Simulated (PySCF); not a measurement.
Relaxation of triplet Ti(OH)2

Method: UPBE0 in PySCF with Ti def2-TZVP, O def2-TZVP, H def2-TZVP; no relativity; density-fitted integrals. A (50,194) grid was used.

A start displaced from a saddle point along its imaginary mode, of C2v symmetry, held to at least that symmetry:

```xyz
5
charge 0 multiplicity 3, angstrom
Ti    0.0065    0.0591    0.0012
O    -0.3491   -0.0730    1.7806
O     0.3331   -0.0730   -1.7836
H    -0.5474   -0.2484    2.7118
H     0.4927   -0.2484   -2.7223
```

Q: What forces act on the atoms at the start (eV/Å)?

A: 
```tsv
atom	Fx	Fy	Fz
Ti1	0.00	-0.01	0.00
O2	-0.15	-0.15	0.68
O3	0.11	-0.15	-0.68
H4	0.18	0.15	-0.83
H5	-0.14	0.15	0.83
```

Q: What does it relax to?

A: It ends at C2v with O–H 0.952 Å (×2), Ti–O 1.813 Å (×2); H–O–Ti 167.6° (×2), O–Ti–O 162.6° (after a last refinement on a finer grid). A frequency run shows a minimum. Other isomers or separated fragments may lie lower.

Q: How much energy is released, and in how many steps?

A: 1.6 kJ/mol in 15 steps.

With open d or f shells other occupations or spin states may lie lower.

The relaxation took 33 s on 4 threads of a shared Arm Neoverse V1 host, with 119 basis functions and 16 gradients; the process peaked at 1.7 GiB.
